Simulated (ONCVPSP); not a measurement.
# PW91 ONCV dataset for neodymium (Nd), non-relativistic all-electron reference.

| Property | Result |
| --- | --- |
| Element | neodymium |
| Generator | ONCVPSP 4.0.1 |
| Type | optimised norm-conserving Vanderbilt (ONCV) |
| Functional | PW91 |
| Relativity | non-relativistic |
| Frozen core | [Kr] 4d10 |
| Valence charge | 14 |
| Reference configuration | 4f3.5 5s2 5p6 5d0.5 6s2 |
| Partial waves | 5s+6s: rc 2.55 bohr, ncon 3, nbas 7, qcut 3.9 1/bohr, 2 projectors; 5p: rc 2.25 bohr, ncon 4, nbas 8, qcut 6.5 1/bohr, 3 projectors, debl 3.9 Ha; 5d: rc 3.60 bohr, ncon 5, nbas 10, qcut 3.6 1/bohr, 2 projectors, debl 0.4 Ha; 4f: rc 0.90 bohr, ncon 5, nbas 9, qcut 22 1/bohr, 2 projectors, debl 3.8 Ha |
| Local potential | polynomial inside 0.70 bohr (lpopt 3, dvloc0 0 Ha) |
| Core correction | Teter function, fcfact 4, rcfact 1.8 |

All-electron outer shells of the reference configuration (PW91, non-relativistic, ld1.x):

```
shell  level (eV)  outermost node (bohr)  outermost maximum (bohr)
   4d     -122.77                   0.29                      0.62
   5s      -37.90                   0.76                      1.39
   5p      -23.03                   0.79                      1.52
   4f       -7.62                      –                      0.64
   6s       -3.51                   1.85                      3.93
   5d       -3.09                   0.87                      2.08
```

What the tests gave:

| Item | Value |
| --- | --- |
| Cutoffs needed | 177 Ha and 200 Ha (the cutoffs (Ha) at which the residual kinetic energy of the hardest occupied pseudo-wave falls to 1 and 0.1 mHa per electron) |
| Ghost test | ghosts flagged at negative energy: s at -389.9 eV, d at -54.9 eV, p at -5.4 eV; no localised positive-energy state flagged; a true bound ghost makes a file unfit for plane-wave use |
| Configuration tests | tests left out (the all-electron energies of this program are off by 10 to 40 meV for near-neutral 4f atoms) |
| rms error of d²Exc/dni dnj | 10.08 mHa without and 4.97 mHa with the model core |

Generation and tests took about 7.3 s on one core of a shared server CPU.
